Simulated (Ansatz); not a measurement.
Reaction (ligand exchange at the In–Cl bond): `C[N](C)[In]([SH])[Cl]` + H–F → `C[N](C)[In]([F])[SH]` + HCl

Program: Ansatz. Geometries: PBE0-D4/def2-TZVP. ΔE: electronic, gas phase. CCSD(T)/CBS is the MP2 limit (def2-TZVPP, def2-QZVPP) plus CCSD(T) − MP2 in def2-TZVPP, frozen cores. This one scheme is used for every species. DFT in def2-TZVPP. B3LYP here is the variant with VWN-RPA as its local correlation; programs differ in this. def2 core potentials past Kr. For In outer-core shells are correlated without core-valence functions, which leaves a few kJ/mol of doubt a bond. One conformer a species, not always the lowest.

```csv
level,ΔE (kJ/mol),difference from CCSD(T)/CBS
PBE-D4,55.1,-7.5
r2SCAN-D4,55.6,-7.0
PBE0-D4,64.2,1.6
B3LYP-D4,56.5,-6.1
ωB97X-V,54.4,-8.2
ωB97M-V,57.9,-4.7
B2PLYP,55.0,-7.6
PBE,51.1,-11.5
r2SCAN,54.5,-8.1
PBE0,60.5,-2.1
B3LYP,50.1,-12.5
HF/def2-TZVPP,63.4,0.8
MP2/def2-TZVPP,68.0,5.4
SCS-MP2/def2-TZVPP,61.5,-1.1
CCSD/def2-TZVPP,61.8,-0.8
CCSD(T)/def2-TZVPP,61.9,-0.7
HF/def2-QZVPP,61.4,-1.2
MP2/def2-QZVPP,67.7,5.1
SCS-MP2/def2-QZVPP,61.4,-1.2
HF/CBS(def2),61.1,-1.5
MP2/CBS(def2),68.7,6.1
CCSD/CBS(def2),62.4,-0.2
CCSD(T)/CBS,62.6,0
```

Largest T1 diagnostic among the species: 0.015.

The D4 term adds +6.4 kJ/mol with B3LYP and +3.7 kJ/mol with PBE0; it sums over pairs of atoms, weighted by their polarisabilities, and B3LYP, whose exchange is more repulsive, gets the larger term. From PBE to PBE0 (25 % exact exchange), in def2-TZVPP and without D4, ΔE moves by +9.4 kJ/mol.
